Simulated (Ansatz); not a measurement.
Reaction (ligand exchange at the Si–C bond): `CB(C)C[SiH3]` + `[AlH2][SeH]` → `[AlH2][Se][SiH3]` + `CB(C)C`

Gas-phase electronic energies from Ansatz, PBE0-D4/def2-TZVP geometries. CCSD(T)/CBS is the MP2 limit (def2-TZVPP, def2-QZVPP) plus CCSD(T) − MP2 in def2-TZVPP, frozen cores. For Se outer-core shells are correlated without core-valence functions, which leaves a few kJ/mol of doubt a bond. Scalar relativity is left out up to krypton. One conformer a species, not always the lowest.

`CB(C)C[SiH3]`:

Z-matrix (Å, degrees):
```
C
B 1 1.570
H 1 1.092 2 115.3
H 1 1.099 2 107.9 3 -119.9
H 1 1.095 2 111.8 3 125.2
C 2 1.569 1 119.5 3 -167.5
C 2 1.557 1 120.7 3 14.5
H 6 1.093 2 114.1 1 -151.2
H 6 1.093 2 114.2 1 -24.6
H 6 1.100 2 106.5 1 92.3
Si 7 1.882 2 108.7 1 83.8
H 7 1.095 2 113.4 1 -32.9
H 7 1.095 2 113.7 1 -158.8
H 11 1.488 7 110.7 2 58.4
H 11 1.488 7 110.6 2 178.3
H 11 1.488 7 110.7 2 -61.6
```

`[AlH2][SeH]`:

```xyz
5

Al   -0.356   -0.599    0.101
Se    0.233    1.351   -0.999
H    -1.486   -1.470   -0.575
H     0.376   -0.973    1.451
H     1.233    1.691    0.022
```

`[AlH2][Se][SiH3]`:

Z-matrix (Å, degrees):
```
Si
Se 1 2.284
H 1 1.484 2 111.0
H 1 1.484 2 111.1 3 -121.7
H 1 1.484 2 106.5 3 119.1
Al 2 2.311 1 94.8 3 60.9
H 6 1.579 2 117.5 1 180.0
H 6 1.583 2 118.3 1 -0.0
```

`CB(C)C`:

```xyz
13

C     0.149   -1.256    0.932
B    -0.029    0.002    0.011
C     0.639    1.361    0.419
C    -0.825   -0.101   -1.336
H    -0.608   -2.032    0.803
H     0.235   -1.005    1.993
H     1.114   -1.708    0.659
H     0.915    1.995   -0.427
H     1.490    1.264    1.097
H    -0.132    1.920    0.972
H    -1.645   -0.823   -1.318
H    -0.112   -0.473   -2.089
H    -1.191    0.857   -1.716
```

| species | CCSD(T)/CBS(def2) energy (Eh) |
| --- | --- |
| `CB(C)C[SiH3]` | -434.67777 |
| `[AlH2][SeH]` | -2644.54675 |
| `[AlH2][Se][SiH3]` | -2934.85173 |
| `CB(C)C` | -144.39267 |

(1) Work out ΔE.

Largest T1 diagnostic among the species: 0.010.

## Answers

(1) ΔE = (-2934.85173) + (-144.39267) − (-434.67777) − (-2644.54675) = -0.01988 Eh = -52.2 kJ/mol.

In def2-TZVPP, CCSD(T) changes the Hartree–Fock value by +10.2 kJ/mol (the triples alone add +0.8 kJ/mol) and MP2 by +6.3 kJ/mol. At CCSD(T), def2-SVP lies +9.7 kJ/mol from the extrapolated value and def2-TZVPP +4.7 kJ/mol.
